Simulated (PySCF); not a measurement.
**Field gradients at the hydrogen positions**

C₅H₁₁NSSi.
Atom-mapped SMILES: `[CH3:1][C:2](=[S:3])[C@@H:4]1[CH2:5][NH:6][SiH2:7][CH2:8]1` (hydrogens: H9, H10, H11 on C1; H12 on C4; H13, H14 on C5; H15 on N6; H16, H17 on Si7; H18, H19 on C8)

Structure used (PBE0-D3(BJ)/def2-SVP), in Å, numbered top down from 1:
```xyz
19
C5H11NSSi angstrom
C     -3.0502    0.3740    0.8545
C     -1.9802   -0.6696    0.7902
S     -2.2363   -2.1980    1.2943
C     -0.6549   -0.1789    0.2643
C      0.1926   -1.2148   -0.4802
N      1.5106   -0.6270   -0.6366
Si     1.9343    0.4678    0.6389
C      0.2095    0.3920    1.4171
H     -3.3401    0.6604   -0.1718
H     -3.9359    0.0125    1.3898
H     -2.6679    1.2900    1.3349
H     -0.8559    0.6533   -0.4352
H     -0.2679   -1.4386   -1.4585
H      0.1892   -2.1570    0.1003
H      2.1454   -1.1048   -1.2611
H      2.3478    1.8246    0.1555
H      3.0028    0.0025    1.5829
H      0.2242   -0.3284    2.2520
H     -0.1752    1.3473    1.8033
```

Level: PBE0/pcSseg-1 (PySCF, non-relativistic); Q(2H) = 0.00286 b; rigid geometry, the same for H and D, with no vibrational averaging.

Problem. Rank these positions by the coupling χzz of a deuteron there, largest first.
A. H11 (methyl hydrogen)
B. H17 (Si–H hydrogen)
C. H13 (methylene hydrogen)
D. H10 (methyl hydrogen)
E. H14 (methylene hydrogen)
F. H15 (N–H hydrogen)

Solution. F (281 kHz), D (197 kHz), A (193 kHz), C (188 kHz), E (179 kHz), B (90 kHz).

Problem. What are Vzz, η and χzz (234.96 MHz × Q × Vzz) at all hydrogens?

Solution. 
| atom | bonded to | bond length (Å) | Vzz (au) | η | χzz (kHz) |
| --- | --- | --- | --- | --- | --- |
| H9 | C1 | 1.104 | 0.2858 | 0.03 | 192 |
| H10 | C1 | 1.096 | 0.2937 | 0.02 | 197 |
| H11 | C1 | 1.103 | 0.2876 | 0.04 | 193 |
| H12 | C4 | 1.106 | 0.2752 | 0.03 | 185 |
| H13 | C5 | 1.104 | 0.2803 | 0.05 | 188 |
| H14 | C5 | 1.107 | 0.2671 | 0.02 | 179 |
| H15 | N6 | 1.011 | 0.4179 | 0.18 | 281 |
| H16 | Si7 | 1.498 | 0.1357 | 0.03 | 91 |
| H17 | Si7 | 1.500 | 0.1347 | 0.02 | 90 |
| H18 | C8 | 1.103 | 0.2879 | 0.04 | 193 |
| H19 | C8 | 1.100 | 0.2987 | 0.04 | 201 |

Problem. Average by the element that carries the hydrogen.

Solution. on C: 191 kHz over 8 positions, mean bond length 1.103 Å; on N: 281 kHz over 1 position, mean bond length 1.011 Å; on Si: 91 kHz over 2 positions, mean bond length 1.499 Å.

Problem. How does χzz go with the bond length over the 8 C–H bonds?

Solution. A straight-line fit has a slope of -17.0 kHz for each 0.01 Å, with a correlation coefficient of -0.84, over lengths from 1.096 to 1.107 Å. The longer bonds have the smaller couplings here.

Problem. A static deuteron (I = 1) shows a doublet split by (3/2)χ, (3/4)χ(1 + η) and (3/4)χ(1 − η) with the field along z, y and x of the gradient. What are these for H12?

Solution. With |χ| = 184.9 kHz and η = 0.032: 277, 143 and 134 kHz, to first order and without motion.

One conformer (not necessarily the lowest) at the PBE0-D3(BJ)/def2-SVP geometry, without solvent, vibrations or thermal averaging. The basis is small and wasn't made for field gradients, so the couplings can be 20 % off.

The run behind these numbers computed NMR shieldings as well. Hardware: AMD EPYC, one thread, shared host with 64 logical CPUs at a one-minute load of 60. Cost: 96 s wall, 0.92 GiB resident at most.
